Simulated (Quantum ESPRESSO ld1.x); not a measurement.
Question: The mean radii <r> (bohr) of the occupied orbitals of an atom or ion are listed with their occupations. All-electron calculation, Dirac Kohn-Sham, relativistic LDA (MacDonald-Vosko exchange, VWN5 correlation), spin-unpolarised, spherical densities, point nucleus. Program: ld1.x of Quantum ESPRESSO 7.5.

orbital     occ.      <r>
1s1/2          2  0.01940
2s1/2          2  0.08153
2p1/2          2  0.06763
2p3/2          4  0.07520
3s1/2          2   0.2129
3p1/2          2   0.2026
3p3/2          4   0.2167
3d3/2          4   0.1901
3d5/2          6   0.1945
4s1/2          2   0.4787
4p1/2          2   0.4854
4p3/2          4   0.5180
4d3/2          4   0.5398
4d5/2          6   0.5512
5s1/2          2    1.146
5p1/2          2    1.261
5p3/2          4    1.353
4f5/2    5.57143   0.6764
4f7/2    7.42857   0.6873

Name the element and its charge. Open shells, if any, are shared by 2j + 1.

Answer: Z = 71, lutetium, charge +4: Lu4+ in [Xe] 4f13. The 1s radius gives Z: for a bare nucleus <r> = (2 gamma + 1)/(2Z) with gamma = sqrt(1 - (Z/c)^2), 0.01909 bohr for Z = 71, and screening makes it slightly larger (0.01940 here). The occupations add up to 67, and the charge is Z minus that.
